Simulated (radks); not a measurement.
The numbers below are computed, except where a source is named.
Effect of the nuclear size on the gadolinium ion Gd13+, [Kr] 4d10 4f5. Level of theory: Dirac Kohn-Sham, LDA (Slater exchange, Perdew-Wang correlation), spin-unpolarised, spherical densities, finite nucleus; open shells fill j = l - 1/2 first; Fermi nuclear charge, rms radius 5.1569 fm (a radial shooting solver on a logarithmic mesh with Libxc functionals). The rms radius is varied about that value; shifts are against it.

rms radius (fm),total energy shift (eV),density at nucleus (e/bohr^3),1s1/2 shift (meV),2s1/2 shift (meV),4s1/2 shift (meV),4p1/2 shift (meV),5s1/2 (empty) shift (meV),4f5/2 shift (meV)
4.5742,-4.47,6.448e+05,-1840,-238,-12.3,0.125,-3.23,0.202
4.8578,-2.34,6.35e+05,-967,-125,-6.47,0.066,-1.69,0.106
5.1569,0,6.254e+05,0.000,0.000,0.000,0.000,0.000,0.000
5.6313,3.93,6.115e+05,1620,209,10.8,-0.110,2.84,-0.177
6.2347,9.30,5.959e+05,3840,494,25.7,-0.258,6.71,-0.420

Slopes of the eigenvalues against <r^2> in GHz/fm^2, as finite differences over the two radii next to the reference (eigenvalue slopes, not the field-shift constants of lines): 1s1/2 77200, 2s1/2 9940, 4s1/2 516, 4p1/2 -5.22, 5s1/2 (empty) 135, 4f5/2 -8.44.
